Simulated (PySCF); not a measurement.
Radial density of B⁺ (boron, charge +1)

M06-2X, [He] 2s2, closed-shell 1S. Computed with PySCF 2.14 in x2c-SVPall (3s2p1d, 14 functions), with the spin-free X2C one-electron Hamiltonian (Gaussian nucleus).

| r (bohr) | 4πr²ρ (e/bohr) |
| --- | --- |
| 0.00555 | 0.02542 |
| 0.00933 | 0.07087 |
| 0.0157 | 0.1927 |
| 0.0264 | 0.4951 |
| 0.0444 | 1.157 |
| 0.0747 | 2.434 |
| 0.126 | 4.161 |
| 0.211 | 5.165 |
| 0.355 | 3.693 |
| 0.598 | 1.251 |
| 1.01 | 0.8702 |
| 1.69 | 1.133 |
| 2.84 | 0.3266 |
| 4.78 | 0.008501 |
| 8.05 | 1.454e-05 |

Densities and radii are taken from the X2C orbitals without a picture-change correction, which distorts them close to the nucleus.
